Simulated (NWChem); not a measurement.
System: C4H3F; SMILES F/C=C\C#C

```xyz
8

C      0.5549     2.1813     0.0000
C     -0.1107     1.1666     0.0000
C     -0.9189     0.0004     0.0000
C     -0.4482    -1.2526     0.0000
F      0.8410    -1.5356     0.0000
H      1.1516     3.0748     0.0000
H     -2.0066     0.1193     0.0000
H     -1.0859    -2.1410     0.0000
```
Atoms are numbered in this order, from 1.

Program: NWChem. Geometry optimised at PBE0/def2-SVP; all other runs use it. 

```json
[
 {"quantity": "anisotropy (bohr³), static", "level": "CAM-B3LYP/def2-SVPD", "value": "…"},
 {"quantity": "vertical ionisation energy, ΔSCF (eV)", "level": "CAM-B3LYP/def2-SVP", "value": "9.28"},
 {"quantity": "vertical, lowest state with f > 0.02, singlet (eV)", "level": "CAM-B3LYP/def2-SVPD, TDA", "value": "5.90"},
 {"quantity": "dipole in solution (D) in water", "level": "PBE0/def2-SVP, SMD", "value": "…"},
 {"quantity": "dipole (D)", "level": "PBE0/def2-SVP", "value": "1.28"},
 {"quantity": "highest harmonic frequency (cm⁻¹)", "level": "PBE0/def2-SVP", "value": "…"}
]
```

Problem. What belongs in the gaps?

Solution. 
- anisotropy (bohr³), static, value: 41.3
- dipole in solution (D) in water, value: 1.75
- highest harmonic frequency (cm⁻¹), value: 3490
